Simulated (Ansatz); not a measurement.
# How methods differ on SiBr2 (SMILES Br[Si]Br)

The species is SiBr2 (3 atoms), meant as a singlet with charge 0. As SMILES, `Br[Si]Br`. The shape is that of a PBE0-D4/def2-TZVP optimisation.

```xyz
3

Br    0.9751    1.3421    0.6709
Si   -0.7700    0.3857   -0.3764
Br   -0.2160   -1.7926   -0.3078
```

Quantity: the vertical energy of the triplet above the singlet, in eV. The values are calculated.

```csv
level,kind,program,value (eV),less CCSD(T)/def2-SVPD,CPU time (all runs)
HF/def2-SVPD,Hartree–Fock,Ansatz,1.49,-0.71,9.7 s
PBE/def2-SVPD,GGA,Ansatz,2.14,-0.06,32 s
B3LYP/def2-SVPD,global hybrid,Ansatz,2.25,+0.05,27 s
BHLYP/def2-SVPD,global hybrid,Ansatz,2.17,-0.03,28 s
wB97M-V/def2-SVPD,range-separated hybrid,Ansatz,2.48,+0.28,3.5 min
RPA@PBE/def2-SVPD,RPA,Ansatz,2.23,+0.03,55 s
MP2/def2-SVPD,perturbation theory,Ansatz,2.12,-0.08,11 s
CCSD(T)/def2-SVPD,coupled cluster or CI,Ansatz,2.20,0.00,77 s
```

CCSD(T)/def2-SVPD is the highest level here, not the true value. All-electron rows without a relativistic Hamiltonian named are non-relativistic. Spin-orbit coupling is left out. The values span 1.49 to 2.48 eV. In the correlated wave-function rows the outer d shell of Br is correlated, in sets not made for it. Times are those of the runs behind each value, whatever else they computed, on shared processors of several kinds: orders of magnitude only.
